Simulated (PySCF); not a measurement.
SMILES O[Si](O)(O)[SiH](Cl)Cl (PBE0/def2-SVP optimised geometry):

```
11

Si    -1.468    -0.171     0.000
Cl    -2.133     1.792     0.000
Cl    -2.000    -1.040     1.820
Si     0.866    -0.171     0.000
O      1.333     0.178     1.550
O      1.281    -1.670    -0.547
O      1.589     0.950    -0.970
H     -2.208    -0.891    -1.069
H      0.795    -0.213     2.248
H      2.208    -1.824    -0.758
H      1.720     1.824    -0.589
```

Method: PBE0/def2-TZVP (PySCF 2.14.0).

Problem. What are the frontier orbital energies and the dipole moment?

Solution. HOMO-2 -9.53 eV, HOMO-1 -9.30 eV, HOMO -8.16 eV, LUMO -0.61 eV, LUMO+1 -0.46 eV; dipole moment 1.51 D.

On the same geometry PBE/def2-TZVP run with PySCF 2.14.0 gives HOMO-2 -7.87 eV, HOMO-1 -7.79 eV, HOMO -6.87 eV, LUMO -1.45 eV, LUMO+1 -1.33 eV; dipole moment 1.55 D.

Meta-Löwdin charges at PBE0/def2-TZVP: Si1 0.55, Cl2 -0.29, Cl3 -0.30, Si4 1.29, O5 -0.76, O6 -0.75, O7 -0.75, H8 -0.07, H9 0.36, H10 0.36, H11 0.37.
